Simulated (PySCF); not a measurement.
All values below come from B3LYP-D3(BJ)/def2-TZVP // BP86-D3(BJ)/def2-SVP (PySCF 2.14.0). All species are isolated molecules in the gas phase. B3LYP has the VWN-RPA correlation part, as in Gaussian. 

Reference species: [Ti(F)4] (neutral, multiplicity 1).

The HOMO–LUMO gap is 8.68 eV, the HOMO is -12.23 eV and the mean distance from the central atom to its bonded neighbours comes out as 1.744 Å.

Changed species: [Ti(F)2(H)2] (2 of 4 F replaced by H; the reference has 0 of 4 F replaced by H).

What does the change do to the HOMO–LUMO gap, HOMO and mean distance from the central atom to its bonded neighbours?

the HOMO–LUMO gap decreases by 3.14 eV, to 5.54 eV; the HOMO rises by 3.15 eV, to -9.08 eV; the mean distance from the central atom to its bonded neighbours decreases by 0.028 Å, to 1.716 Å.
